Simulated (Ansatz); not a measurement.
Geometry optimisation, Ansatz, RKS BHLYP/def2-SVP.

Input file:

```yaml
crystal:
  periodic: [false, false, false]
  atoms:
    - { symbol: Sn, position_ang: [0.0, 0.0, 0.0] }
    - { symbol: Cl, position_ang: [0.0, 0.0, 2.41] }
    - { symbol: O, position_ang: [1.8483, 0.0, -0.6527] }
    - { symbol: H, position_ang: [2.1646, -0.9521, -0.7693] }
    - { symbol: C, position_ang: [-1.0126, 1.7544, -0.716] }
    - { symbol: H, position_ang: [-2.0653, 1.5008, -0.9603] }
    - { symbol: H, position_ang: [-0.9943, 2.5391, 0.069] }
    - { symbol: H, position_ang: [-0.5023, 2.131, -1.6269] }
    - { symbol: O, position_ang: [-0.9232, -1.5994, -0.6527] }
    - { symbol: H, position_ang: [-1.3778, -2.065, 0.1197] }
basis:
  gaussian: { orbitals: def2-SVP }
hamiltonian:
  xc: { name: BHLYP }
relax:
  f_tol: 0.02
  max_steps: 40
```

Command:

```bash
$ ansatz run input.yaml --threads 2 --pin off --max-ram 3072MiB --backend cpu --events-out ev --progress --plain --runs-dir out
```

Problem. Where does it end, and by what steps?

Solution. The run converged. The force dipped under the threshold on the way, but the program's further checks kept it going. After 18 steps the energy has fallen by 0.265 eV; H8 moved furthest, 0.38 Å.

```tsv
step	energy less start (eV)	largest force component (eV/Å)	accepted
0	0.0000	2.621	yes
1	-0.1930	1.323	yes
2	-0.2332	0.983	yes
3	-0.2396	0.417	yes
4	-0.2557	0.302	yes
5	-0.2618	0.063	yes
6	-0.2626	0.014	yes
7	-0.2628	0.075	yes
8	-0.2632	0.033	yes
9	-0.2637	0.005	yes
10	-0.2619	0.206	no
11	-0.2641	0.024	yes
12	-0.2635	0.126	no
13	-0.2634	0.125	no
14	-0.2642	0.014	yes
15	-0.2645	0.024	yes
16	-0.2645	0.049	yes
17	-0.2646	0.025	yes
18	-0.2647	0.001	yes
```

```xyz
10
Properties=species:S:1:pos:R:3
Sn -0.089 0.036 -0.043
Cl 0.166 -0.053 2.295
O 1.691 -0.110 -0.843
H 2.165 -0.919 -0.661
C -1.007 1.813 -0.734
H -1.903 1.546 -1.296
H -1.274 2.436 0.119
H -0.302 2.340 -1.378
O -1.113 -1.579 -0.479
H -1.197 -2.203 0.240
```

Time of the run: 83 s on 2 threads of Arm Neoverse V1, with other jobs on the host, peak memory 0.28 GiB.
